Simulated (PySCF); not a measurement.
# Sulfur: a sound run and one with changed settings

Sound run: S⁺ [Ne] 3s2 3p3, S²⁺ [Ne] 3s2 3p2. Computed with PySCF 2.14 in cc-pV(D+d)Z (4s3p2d, 23 functions), with the non-relativistic Hamiltonian (point nucleus). The sound run starts from symmetry-adapted Hartree-Fock orbitals and uses a fine grid where one is needed.

Changed run: radial step 0.3 in ln r (0.13 in the sound run). This setting is unsound on purpose.

```json
{"species": "S⁺", "method": "UHF", "sound run (hartree)": "-397.15881", "changed run (hartree)": "-397.15881", "converged": "yes"}
{"species": "S⁺", "method": "MN15", "sound run (hartree)": "-397.59558", "changed run (hartree)": "-397.58331", "converged": "yes"}
{"species": "S⁺", "method": "r2SCAN", "sound run (hartree)": "-397.69735", "changed run (hartree)": "-397.70150", "converged": "yes"}
{"species": "S²⁺", "method": "UHF", "sound run (hartree)": "-396.32304", "changed run (hartree)": "-396.32304", "converged": "yes"}
{"species": "S²⁺", "method": "MN15", "sound run (hartree)": "-396.73564", "changed run (hartree)": "-396.72612", "converged": "yes"}
{"species": "S²⁺", "method": "r2SCAN", "sound run (hartree)": "-396.83200", "changed run (hartree)": "-396.83483", "converged": "yes"}
```

Ionisation energy of S⁺:

```json
{"method": "UHF", "sound run (eV)": "22.742", "changed run (eV)": "22.742"}
{"method": "MN15", "sound run (eV)": "23.400", "changed run (eV)": "23.325"}
{"method": "r2SCAN", "sound run (eV)": "23.547", "changed run (eV)": "23.583"}
```

A coarse radial grid mis-integrates the density and the exchange-correlation energy, with errors of either sign; Hartree-Fock needs no grid.

For comparison, NIST gives 23.338 eV between the lowest levels.
